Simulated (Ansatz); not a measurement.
Consider the hydrogenolysis of the In–Cl bond: `[F][In]([Cl])[Cl]` + H₂ → `[F][InH][Cl]` + HCl.

Isolated molecules relaxed with PBE0-D4/def2-TZVP in Ansatz; ΔE leaves out vibrations. CCSD(T)/CBS adds triple-zeta CCSD(T) − MP2 to the extrapolated MP2 energy (def2 sets, frozen cores). This one scheme is used for every species. DFT in def2-TZVPP. HSE06 is defined as in plane-wave codes. def2 core potentials past Kr. For In outer-core shells are correlated without core-valence functions, which leaves a few kJ/mol of doubt a bond.

Is it downhill or uphill in electronic energy at CCSD(T)/CBS, and by how much? (Estimate.)

Ansatz gave: Uphill: ΔE = +75.3 kJ/mol.

What do these levels give: BLYP-D4, r2SCANh-D4, HSE06-D4, PBE, revPBE, BLYP, PBE0, r2SCANh, HF/def2-SVP, MP2/def2-TZVPP, SCS-MP2/def2-QZVPP, HF/CBS(def2)? (Estimate.)

Ansatz gave: BLYP-D4 73.4, r2SCANh-D4 74.1, HSE06-D4 70.1, PBE 66.6, revPBE 68.2, BLYP 67.2, PBE0 66.7, r2SCANh 73.2, HF/def2-SVP 69.2, MP2/def2-TZVPP 77.7, SCS-MP2/def2-QZVPP 77.5, HF/CBS(def2) 72.6 kJ/mol.

Largest T1 diagnostic among the species: 0.015.

Leaving LDA and LC-ωPBE aside and taking each functional with its dispersion term where it has one, the values, not all of them listed here, spread over 8.4 kJ/mol, from CAM-B3LYP-D4 to r2SCAN-D4. LDA lies −11.0 kJ/mol from PBE without D4. The D4 term adds +5.4 kJ/mol with B3LYP and +3.0 kJ/mol with PBE0; it sums over pairs of atoms, weighted by their polarisabilities, and B3LYP, whose exchange is more repulsive, gets the larger term.

B3LYP here is the variant with VWN-RPA as its local correlation; programs differ in this.
